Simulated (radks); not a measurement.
Polarisability of neutral lead, [Hg] 6p2, at imaginary frequency. All-electron calculation, scalar-relativistic Kohn-Sham, exchange-only LDA, spin-unpolarised, spherical densities, finite nucleus; Fermi nuclear charge, rms radius 5.5012 fm. Program: a radial shooting solver on a logarithmic mesh with Libxc functionals. Response by self-consistent Sternheimer equations with the Hartree and adiabatic exchange-only LDA kernel, the relativistic mass of each level held fixed and spin-orbit coupling left out.

w (hartree),alpha1(iw) (bohr^3)
0.00266,85.19
0.0143,84.33
0.0360,80.03
0.0697,69.71
0.118,54.89
0.186,39.91
0.280,27.52
0.413,18.31
0.605,11.86
0.892,7.515
1.35,4.598
2.12,2.599
3.59,1.249
6.94,0.4571
17.5,0.1074

Static values: alpha1 = 85.22 bohr^3 (12.63 angstrom^3; uncoupled 123.1). C6 = 1004, triple-dipole C9 = 57530 atomic units. One-pole (London) frequency 4 C6 / (3 alpha1^2) = 0.184 hartree, against 0.103 for minus the highest occupied eigenvalue. Recommended static value: 47 bohr^3 (Schwerdtfeger and Nagle, 2023 table).

Beside tabulated values, note that spin-unpolarised runs miss the spin-polarisation part of the exchange energy of open shells.
